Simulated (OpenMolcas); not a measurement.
Fe³⁺.

| Item | Value |
| --- | --- |
| Program | OpenMolcas |
| Method | CASSCF |
| Basis | ANO-RCC-VTZP [6s5p3d2f1g] |
| Scalar Hamiltonian | DKH2, point nucleus |
| Active space | 5 electrons in 5 orbitals (3d) |
| State averaging | 2S+1 = 6 even, 1 root; 2S+1 = 4 even, 24 roots; 2S+1 = 2 even, 75 roots |
| Spin-orbit coupling | RASSI with atomic mean-field integrals over the reference wave functions, term energies averaged over their components |

Levels without dynamic correlation, in cm⁻¹ above 3d⁵ ⁶S_5/2:

| Level | E |
| --- | --- |
| 3d⁵ ⁴D_7/2 | 46226 |
| 3d⁵ ⁴G_5/2 | 37183 |
| 3d⁵ ⁴P_5/2 | 42765 |
| 3d⁵ ²I_11/2 | 52935 |
| 3d⁵ ²D_5/2(1) [69 %] | 59447 |

On this reference, MS-CASPT2, IPEA 0.25 Eh, imaginary shift 0.1 Eh (closed shells correlated: 3s 3p) puts 3d⁵ ⁴D_7/2 at 40030 cm⁻¹.

Q: Estimate the other levels at that method by one scale factor, and say how well it serves.

A: The factor is 40030 / 46226 = 0.866. Scaled values beside those that MS-CASPT2 gives and measured ones (Corliss and Sugar, J. Phys. Chem. Ref. Data 11, 135 (1982)):
```json
{"Level": "3d⁵ ⁴G_5/2", "Scaled": "32200", "MS-CASPT2": "33330", "Miss (%)": "-3.4", "Measured": ""}
{"Level": "3d⁵ ⁴P_5/2", "Scaled": "37034", "MS-CASPT2": "36850", "Miss (%)": "+0.5", "Measured": "35254"}
{"Level": "3d⁵ ²I_11/2", "Scaled": "45842", "MS-CASPT2": "48790", "Miss (%)": "-6.0", "Measured": ""}
{"Level": "3d⁵ ²D_5/2(1) [69 %]", "Scaled": "51481", "MS-CASPT2": "51760", "Miss (%)": "-0.5", "Measured": "49542"}
```
For these levels the scaled values miss MS-CASPT2 by up to 6.0 %, as correlation changes each term by its own factor, spin-orbit parts do not scale and CASPT2 has its own spread within terms. This holds within one configuration; levels of others move differently, and the target method has errors of its own against measurement.

CASPT2 breaks the degeneracy within a term, and the mean is taken; among the terms shown or strongly mixed into the levels shown the widest spread is 450 cm-1 (3d⁵ ⁴G, MS-CASPT2). Without dynamic correlation excited terms often stand tens of per cent too high (terms of higher spin than the ground term too low), and those without a measured partner can miss by more than the paired ones (holds for CASSCF). Blocks of more than 70 roots (2S+1 = 2 even) ran without multistate coupling (holds for MS-CASPT2). Computed and measured levels are paired by configuration, term and J; levels that our copy of the source lacks, or whose pairing is in doubt (as where it misses far off the trend of its configuration), stay unpaired and out of the deviations. Levels of configurations outside the active space are missing.

A share in square brackets marks a mixed level and gives the weight of the term that names it, the lowest over the columns. A number in round brackets counts repeated terms of one configuration in the order of the reference energies.
